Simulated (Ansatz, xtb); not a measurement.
**CH5F3InN: which of two structures lies lower**

Structure X: `C[NH2+][In-]([F])([F])[F]`, a singlet. Structure Y: a singlet given by its coordinates. Both are isolated molecules in the gas phase, relaxed with PBE0-D4/def2-SVP.

X (Å):

```xyz
11

C     0.0156   -1.1240    0.8350
F    -2.0266    0.2732   -1.3812
F     0.5092    2.3993   -2.0824
F    -0.7325    2.1196    1.0527
In   -0.5519    1.4147   -0.7697
N     0.7697   -0.3334   -0.1514
H     0.5784   -1.9995    1.1916
H    -0.9250   -1.4486    0.3696
H    -0.2340   -0.4708    1.6822
H     1.6479    0.0087    0.2416
H     1.0145   -0.8962   -0.9676
```

Y (Å):

```yaml
atoms:
  - { symbol: C, position_ang: [-1.1220, -0.0199, -0.2677] }
  - { symbol: F, position_ang: [1.3544, 1.3080, 0.2943] }
  - { symbol: F, position_ang: [1.9467, -1.9212, 1.3085] }
  - { symbol: F, position_ang: [-0.3956, 0.3004, 2.4856] }
  - { symbol: In, position_ang: [0.6601, -0.5158, 0.9272] }
  - { symbol: N, position_ang: [-1.2105, 1.3602, 0.2962] }
  - { symbol: H, position_ang: [-0.2551, 1.7836, 0.1389] }
  - { symbol: H, position_ang: [-1.9754, 1.9466, -0.0450] }
  - { symbol: H, position_ang: [-1.2180, 1.2291, 1.3447] }
  - { symbol: H, position_ang: [-2.0337, -0.5791, -0.0256] }
  - { symbol: H, position_ang: [-0.9737, 0.0313, -1.3531] }
```

Close contacts (Å): C1–In5 2.20, C1–N6 1.49, F2–In5 2.05, F3–In5 1.94, F4–In5 2.05, In5–N6 2.72, C1–H10 1.10, C1–H11 1.10, N6–H7 1.06, N6–H8 1.02, N6–H9 1.06.

Quicker runs give these differences E(Y) − E(X): GFN2-xTB +17.8 kcal/mol; HF/STO-3G +61.4 kcal/mol (at GFN2-xTB geometries); r2SCAN-D4/def2-SVP +19.8 kcal/mol (at GFN2-xTB geometries).

Estimate E(Y) − E(X) at the level CCSD(T)/def2-SVP + ΔMP2/def2-TZVPP.

Calculated at CCSD(T)/def2-SVP + ΔMP2/def2-TZVPP: E(Y) − E(X) = +19.7 kcal/mol, so structure X lies lower.

Level by level:

```
                             level          geometry  E(Y) − E(X) (kcal/mol)  departure from the last row (kcal/mol)  job, with rough time for the two
                          GFN2-xTB          GFN2-xTB                     +17.8                                    −1.9              optimisation, 0.16 s
                         HF/STO-3G          GFN2-xTB                     +61.4                                   +41.7               single point, 1.3 s
                r2SCAN-D4/def2-SVP          GFN2-xTB                     +19.8                                    +0.1               single point, 3.4 s
                  PBE0-D4/def2-SVP  PBE0-D4/def2-SVP                     +17.0                                    −2.8                optimisation, 51 s
                       HF/def2-SVP  PBE0-D4/def2-SVP                     +29.4                                    +9.7           part of the CCSD(T) run
                      MP2/def2-SVP  PBE0-D4/def2-SVP                     +23.5                                    +3.8           part of the CCSD(T) run
                  CCSD(T)/def2-SVP  PBE0-D4/def2-SVP                     +23.1                                    +3.4                      single point
CCSD(T)/def2-SVP + ΔMP2/def2-TZVPP  PBE0-D4/def2-SVP                     +19.7                                                        single point, 61 s
```

None of the levels shown reverses the order. The largest departure from CCSD(T)/def2-SVP + ΔMP2/def2-TZVPP is that of HF/STO-3G, 41.7 kcal/mol. The last row adds to CCSD(T) the change of the MP2 difference between the two basis sets, here −3.4 kcal/mol, a large step that makes the value less sure.

With thermal terms from frequencies at re-optimised GFN2-xTB minima (ideal gas, soft modes damped towards free rotors, one conformer each, 298.15 K, 1 atm): the zero-point term adds +0.1 kcal/mol; ΔH is +19.1 and ΔG +21.5 kcal/mol.

The correlated steps freeze 9 core orbitals; the filled d shell of In is correlated, in a basis made for valence electrons. Atoms past krypton carry core potentials in the def2 sets, other sets are all-electron and non-relativistic, and no spin–orbit term is included. Programs: Ansatz 0.2.0, xtb 6.7.1; the last row on 2 threads of Intel(R) Xeon(R) Platinum 8488C (Sapphire Rapids) on a shared host.
